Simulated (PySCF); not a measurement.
Species: C6H6N2.
Geometry (GFN2-xTB, Å), atoms numbered from 1 in this order:
```xyz
14
C6H6N2 angstrom
C     -2.9748    0.7383    0.1251
C     -2.1231   -0.0911   -0.0072
C     -1.0524   -1.0623   -0.1441
N      0.2397   -0.4238   -0.1321
C      0.7440    0.3939    0.8129
C      2.0037    0.7518    0.3938
C      2.1667    0.0891   -0.8299
N      1.0921   -0.6133   -1.1317
H     -3.7364    1.4519    0.2314
H     -1.1387   -1.5857   -1.1011
H     -1.1188   -1.7946    0.6722
H      0.1828    0.6579    1.6867
H      2.7028    1.3923    0.8908
H      3.0117    0.0951   -1.4889
```

The closed-shell ground state was solved at several levels (PySCF, density fitting, gas phase, non-relativistic).

| level | basis functions | total energy (Eh) | HOMO (eV) | LUMO (eV) | gap (eV) | dipole (D) |
| --- | --- | --- | --- | --- | --- | --- |
| wB97X-D/def2-SVPD | 208 | -341.2918 | -9.10 | 1.91 | 11.01 | 2.09 |
| PBE0/pcSseg-1 | 166 | -341.2076 | -7.21 | 0.27 | 7.48 | 2.08 |

(1) What might PBE0/def2-SVPD (208 basis functions) give for the same quantities?

(2) Over all these levels, which gives the widest orbital gap and which the narrowest?

(3) How far do the dipole and the HOMO energy spread over the levels?

Answers

(1) Total energy -341.0163 Eh, HOMO -7.26 eV, LUMO 0.13 eV, gap 7.39 eV, dipole 2.05 D.

(2) wB97X-D/def2-SVPD (range-separated hybrid) has the widest, 11.01 eV, and PBE0/def2-SVPD (global hybrid, 25 % exact exchange) the narrowest, 7.39 eV. The two share the basis. From the narrowest to the widest the HOMO moves by -1.84 eV and the LUMO by +1.78 eV.

(3) The dipole runs from 2.05 to 2.09 D (mean 2.08 D) and the HOMO from -9.10 to -7.21 eV.

One conformer stands for the species.

Note: wB97X-D ran without an empirical dispersion term, which enters the total energy and its gradient alone.
